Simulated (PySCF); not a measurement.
# Carbon: a sound run and one with changed settings

Sound run: C²⁺ [He] 2s2, C³⁺ [He] 2s1. Computed with PySCF 2.14 in x2c-TZVPall, with the spin-free X2C one-electron Hamiltonian (Gaussian nucleus). In the sound run the correlated levels freeze 1s2. The sound run starts from symmetry-adapted Hartree-Fock orbitals and uses a fine grid where one is needed.

Changed run: initial guess 1e, at most 50 SCF cycles.

| species | method | sound run (hartree) | changed run (hartree) | converged |
| --- | --- | --- | --- | --- |
| C²⁺ | UHF | -36.42257 | -36.42257 | yes |
| C²⁺ | TPSS | -36.54027 | -36.54027 | yes |
| C²⁺ | CCSD(T) | -36.49519 | -36.49519 | yes |
| C³⁺ | BP86 | -34.78713 | -34.78713 | yes |

Here the plain start reaches the same solutions.
